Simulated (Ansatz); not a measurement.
Consider the ligand exchange at the Al–C bond: `F[CH2][AlH][SiH3]` + HCl → `[SiH3][AlH][Cl]` + `CF`.

Program: Ansatz. Geometries: PBE0-D4/def2-TZVP. ΔE: electronic, gas phase. CCSD(T)/CBS adds triple-zeta CCSD(T) − MP2 to the extrapolated MP2 energy (def2 sets, frozen cores). This one scheme is used for every species. DFT in def2-TZVPP. Each species was taken in one conformer, which may not be the lowest.

```json
{"level": "revPBE-D4", "ΔE (kJ/mol)": "-182.1"}
{"level": "B97M-V", "ΔE (kJ/mol)": "-194.3"}
{"level": "r2SCAN", "ΔE (kJ/mol)": "-194.6"}
{"level": "CCSD/CBS(def2)", "ΔE (kJ/mol)": "-195.7"}
```

Question: What does CCSD(T)/CBS give? (Estimate.)

Answer: The calculation gave: -194.0 kJ/mol. The listed levels differ from it by 11.9, -0.3, -0.6, -1.7 kJ/mol.

Largest T1 diagnostic among the species: 0.012.

From BLYP to BHLYP (50 % exact exchange), in def2-TZVPP and without D4, ΔE moves by −14.0 kJ/mol. At CCSD(T), def2-SVP lies −5.5 kJ/mol from the extrapolated value and def2-TZVPP +1.7 kJ/mol. In def2-TZVPP, CCSD(T) changes the Hartree–Fock value by +20.2 kJ/mol (the triples alone add +1.7 kJ/mol) and MP2 by +13.4 kJ/mol.
